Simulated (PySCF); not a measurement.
Hf(Me)2(H)2 (C2H8Hf), SMILES [CH3][HfH2][CH3], multiplicity 1.

Geometry: r2SCAN-D4/def2-SVP. The multiplicity is an assumed one; no other spin state was optimised. The structure was generated by enumeration; whether it is a known compound was not checked. The def2 effective core potentials stand for the cores of Hf; spin–orbit coupling is left out.

The numbers are results of PySCF with PBE/def2-TZVPD, not measurements.

The molecule is in vacuum.

Q: Estimate the frontier levels, gap, dipole moment and polarisability. (An estimate is asked for; the answer gives what the named calculation found.)

A: 
- highest occupied level = -6.51 eV
- lowest empty level = -2.20 eV
- orbital gap = 4.31 eV
- dipole moment = 1.18 D
- quadrupole, principal values (traceless, Buckingham form, about the centre of nuclear charge) = -2.95, -0.01, 2.96 D·Å
- mean static polarisability = 79.8 bohr³ (11.82 Å³)
- polarisability, principal values = 71.0, 77.8, 90.5 bohr³
